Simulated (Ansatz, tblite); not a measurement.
Removing an electron: [Ga(CN)H3]- (CH₃GaN⁻). Total charge -1; singlet. Geometry: PBE-D4/def2-TZVPD. Ansatz, gas phase; energy differences of separate SCF runs; the oxidised species was run as a doublet alone.

```xyz
6

Ga    0.538    0.337    0.151
C    -1.146   -0.717   -0.323
N    -2.112   -1.322   -0.592
H     0.981   -0.165    1.615
H     0.115    1.890    0.130
H     1.625   -0.024   -0.981
```

The xTB rows come from tblite. Correlated methods freeze 11 core orbitals; core or outer-core shells of Ga are correlated, in sets that lack core-valence functions. HOMO above LUMO, or a gap near zero within one spin, warns that the state may not be the lowest or that an electron is smeared out.

```
               level  −HOMO (eV)  vertical IE (eV)  −LUMO (eV)  HOMO–LUMO gap (eV)                                  remarks
            GFN1-xTB        7.36              9.91        1.60                5.76                                        –
      HF/def2-TZVPPD           –              4.92           –                   –                                        –
r2SCAN-D4/def2-TZVPD        2.23              5.08       -4.19                6.42  gap within one spin near zero (doublet)
  PBE0-D4/def2-TZVPD        3.14              5.27       -3.81                6.95                                        –
     MP2/def2-TZVPPD           –              5.66           –                   –                                        –
    CCSD/def2-TZVPPD           –              5.61           –                   –                                        –
 CCSD(T)/def2-TZVPPD           –              5.58           –                   –                                        –
```

Run but left out: PBE-D4/def2-TZVPD (neutral doublet: an occupied level 0.16 eV above an empty one).  Raw xTB energy differences between charge states are shifted by several eV; the methods need an empirical correction for them.
